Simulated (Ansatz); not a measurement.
`O/C=C(/Cl)[SeH]`, relaxed with RKS PBE0-D4/def2-TZVP in Ansatz 0.2.0 from a PBE-D4/def2-SVP geometry. The force threshold is 0.005 eV/Å; the program also tests the step.

The species carries charge 0 and has multiplicity 1.

Start:

```xyz
8

O     0.662   -1.591    0.227
C    -0.365   -0.762   -0.096
C    -0.203    0.578   -0.231
Cl   -1.584    1.558   -0.665
Se    1.513    1.406   -0.101
H     0.305   -2.487    0.359
H    -1.358   -1.210   -0.272
H     1.030    2.508    0.777
```

```csv
step,energy (eV),largest force (eV/Å),largest move (Å)
1,-82026.8340,0.774,0.000
2,-82026.8750,0.247,0.024
3,-82026.8785,0.073,0.016
4,-82026.8789,0.056,0.010
5,-82026.8792,0.016,0.009
6,-82026.8796,0.037,0.029
7,-82026.8798,0.044,0.022
8,-82026.8800,0.047,0.024
9,-82026.8801,0.036,0.014
10,-82026.8802,0.018,0.010
11,-82026.8802,0.011,0.004
12,-82026.8802,0.007,0.005
13,-82026.8802,0.010,0.002
14,-82026.8802,0.004,0.002
```

End:

```xyz
8

O     0.649   -1.591    0.199
C    -0.373   -0.758   -0.099
C    -0.195    0.557   -0.200
Cl   -1.537    1.556   -0.616
Se    1.512    1.360   -0.014
H     0.310   -2.477    0.342
H    -1.349   -1.196   -0.280
H     0.983    2.549    0.668
```

It took 65 s on 4 threads of a server CPU on a shared host, with 0.58 GiB of host memory at the peak.
